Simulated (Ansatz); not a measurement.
Total energies of CH5ClNOTa (`[CH3][Ta](=[NH])([OH])[Cl]`).

```xyz
10

C    -0.304    0.676    1.286
Ta    0.153   -0.046   -0.688
N     1.682   -0.886   -0.465
O    -1.183   -1.332   -1.121
Cl    0.338    1.788   -2.097
H    -0.334   -0.131    2.023
H     0.472    1.381    1.602
H    -1.269    1.197    1.295
H     2.527   -1.429   -0.401
H    -2.082   -1.219   -1.433
```

The species carries charge 0 and has multiplicity 1. Correlated methods include outer-core shells of Ta, which these sets cover unevenly. Ta takes the def2 core potential. All single points use the PBE0-D4/def2-TZVP geometry. It is one conformer, not always the lowest. Basis def2-TZVPP, Ansatz.

RPA on PBE orbitals: Hartree–Fock energy of these orbitals -686.15156 Eh, correlation -1.88481 Eh (frozen core).

```json
{"functional": "LDA (SPW92)", "energy without D4 (Eh)": "-685.61033", "D4 term (kJ/mol)": "–"}
{"functional": "PBE", "energy without D4 (Eh)": "-688.21723", "D4 term (kJ/mol)": "-22.6"}
{"functional": "BLYP", "energy without D4 (Eh)": "-688.50613", "D4 term (kJ/mol)": "-46.8"}
{"functional": "PBE0", "energy without D4 (Eh)": "-688.20986", "D4 term (kJ/mol)": "-19.5"}
{"functional": "r2SCANh", "energy without D4 (Eh)": "-688.44744", "D4 term (kJ/mol)": "-6.1"}
{"functional": "r2SCAN0", "energy without D4 (Eh)": "-688.39522", "D4 term (kJ/mol)": "-6.8"}
{"functional": "HSE06 (plane-wave form)", "energy without D4 (Eh)": "-688.19266", "D4 term (kJ/mol)": "-18.5"}
{"functional": "BHLYP", "energy without D4 (Eh)": "-688.34320", "D4 term (kJ/mol)": "-31.8"}
{"functional": "CAM-B3LYP", "energy without D4 (Eh)": "-688.46182", "D4 term (kJ/mol)": "-20.3"}
{"functional": "LC-ωPBE", "energy without D4 (Eh)": "-688.35075", "D4 term (kJ/mol)": "–"}
{"functional": "ωB97X-V", "energy without D4 (Eh)": "-688.41060", "D4 term (kJ/mol)": "–"}
{"functional": "ωB97M-V", "energy without D4 (Eh)": "-688.38937", "D4 term (kJ/mol)": "–"}
{"functional": "B2PLYP", "energy without D4 (Eh)": "-688.20568", "D4 term (kJ/mol)": "–"}
{"functional": "PBE-QIDH", "energy without D4 (Eh)": "-688.01643", "D4 term (kJ/mol)": "–"}
```

**Question.** Give the same for revPBE, r2SCAN, B97M-V, B3LYP. (An estimate is asked.)

**Answer.** Ansatz gave: 
```
functional  energy without D4 (Eh)  D4 term (kJ/mol)
    revPBE              -688.49812             -55.3
    r2SCAN              -688.48338              -5.6
    B97M-V              -688.42495                 –
     B3LYP              -688.60981             -36.3
```

B3LYP takes the VWN-RPA correlation (the form of Gaussian; ORCA's B3LYP/G). HSE06 is the plane-wave form, built on full-range PBE exchange. The double hybrids freeze the cores in their second-order part.

LC-ωPBE has ω = 0.4 bohr⁻¹.
